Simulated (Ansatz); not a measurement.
Basis sets compared for SiH2Me(NCO) (C₂H₅NOSi). The state is a singlet with charge 0. Geometry PBE-D4/def2-SVP. Ansatz on 4 threads of Intel Xeon on a shared host; times are rough, and most runs start from earlier orbitals.

```xyz
10

Si   -0.3556   -0.7213   -0.1746
H     0.0891   -2.0573    0.3529
H    -1.6313   -0.9007   -0.9498
C     0.9778    0.0597   -1.2420
H     1.2025   -0.5923   -2.1111
H     1.9129    0.2022   -0.6643
H     0.6498    1.0470   -1.6245
N    -0.6961    0.3037    1.1848
C    -0.9514    0.9907    2.1451
O    -1.1978    1.6683    3.0835
```

Binding counts from free atoms (Si triplet, H doublet, C triplet, N quartet, O triplet) in the same basis, without a counterpoise term.

```json
{"level": "PBE-D4/def2-SVP", "functions": "99", "energy (Eh)": "-498.1062", "HOMO (eV)": "-6.92", "LUMO (eV)": "-0.22", "binding per atom (eV)": "4.37", "wall time": "3.2 s"}
{"level": "PBE-D4/def2-TZVP (with forces)", "functions": "191", "energy (Eh)": "-498.4491", "HOMO (eV)": "-7.11", "LUMO (eV)": "-0.55", "binding per atom (eV)": "4.34", "wall time": "4.8 s"}
{"level": "r2SCAN-D4/def2-TZVP", "functions": "191", "energy (Eh)": "-498.7003", "HOMO (eV)": "-7.42", "LUMO (eV)": "-0.16", "binding per atom (eV)": "4.23", "wall time": "6.6 s"}
{"level": "PBE0-D4/def2-SVP", "functions": "99", "energy (Eh)": "-498.1390", "HOMO (eV)": "-8.35", "LUMO (eV)": "0.69", "binding per atom (eV)": "4.25", "wall time": "3.9 s"}
{"level": "PBE0-D4/def2-TZVP", "functions": "191", "energy (Eh)": "-498.4790", "HOMO (eV)": "-8.47", "LUMO (eV)": "0.33", "binding per atom (eV)": "4.22", "wall time": "6.5 s"}
```

Question: Estimate the rows for PBE-D4/def2-TZVPD, r2SCAN-D4/def2-TZVPD, PBE0-D4/def2-TZVPD.

Answer: 
```json
{"level": "PBE-D4/def2-TZVPD", "functions": "239", "energy (Eh)": "-498.4502", "HOMO (eV)": "-7.14", "LUMO (eV)": "-0.80", "binding per atom (eV)": "4.34", "wall time": "7 s"}
{"level": "r2SCAN-D4/def2-TZVPD", "functions": "239", "energy (Eh)": "-498.7011", "HOMO (eV)": "-7.44", "LUMO (eV)": "-0.29", "binding per atom (eV)": "4.23", "wall time": "10 s"}
{"level": "PBE0-D4/def2-TZVPD", "functions": "239", "energy (Eh)": "-498.4800", "HOMO (eV)": "-8.49", "LUMO (eV)": "-0.10", "binding per atom (eV)": "4.22", "wall time": "8.6 s"}
```
